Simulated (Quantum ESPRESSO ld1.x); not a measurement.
All-electron atom: S14+ in [He] (the NIST ground configuration). All-electron calculation, non-relativistic Kohn-Sham, PW91, spin-unpolarised, spherical densities, point nucleus. Program: ld1.x of Quantum ESPRESSO 7.5.

Normalised radial functions P(r) = r R(r), r in bohr:

| r | 1s |
|---|---|
| 0.003137 | 0.3744 |
| 0.003652 | 0.4323 |
| 0.004251 | 0.4985 |
| 0.004949 | 0.5738 |
| 0.005761 | 0.6594 |
| 0.006707 | 0.7561 |
| 0.007808 | 0.8648 |
| 0.00909 | 0.9864 |
| 0.01058 | 1.1212 |
| 0.01232 | 1.2695 |
| 0.01434 | 1.4308 |
| 0.0167 | 1.6042 |
| 0.01944 | 1.7876 |
| 0.02263 | 1.9777 |
| 0.02634 | 2.1700 |
| 0.03067 | 2.3582 |
| 0.0357 | 2.5341 |
| 0.04156 | 2.6881 |
| 0.04838 | 2.8087 |
| 0.05633 | 2.8839 |
| 0.06557 | 2.9017 |
| 0.07634 | 2.8518 |
| 0.08887 | 2.7273 |
| 0.1035 | 2.5270 |
| 0.1204 | 2.2570 |
| 0.1402 | 1.9317 |
| 0.1632 | 1.5734 |
| 0.19 | 1.2101 |
| 0.2212 | 0.8708 |
| 0.2575 | 0.5801 |
| 0.2998 | 0.3531 |
| 0.349 | 0.1931 |

1s: eigenvalue -3117.8 eV, 0 radial nodes, <r> = 0.0962 bohr, 90 % of the charge inside 0.171 bohr.
